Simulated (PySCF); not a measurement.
Computed IR spectrum (relative IR intensity) of a molecule C₂H₆Se₂. Geometry optimised at PBE-D3(BJ)/def2-SVP. Other conformers were not sampled. Computed with PBE-D3(BJ)/def2-SVP (PySCF). Frequencies are harmonic and unscaled.

```tsv
ν (cm⁻¹)	relative intensity
243	8.6
273	2.5
286	9.0
527	9.6
704	21
721	39
942	22
967	3.5
1192	95
1208	25
1336	22
1385	13
1407	30
1424	11
2288	100
2965	85
2984	28
3050	38
3074	43
```

### Question
Which molecule gave these data?
A) CC([SeH])[SeH]
B) CC[Se][SeH]
C) C[Se][Se]C
D) C[Se]C[SeH]

### Answer
B, CC[Se][SeH]
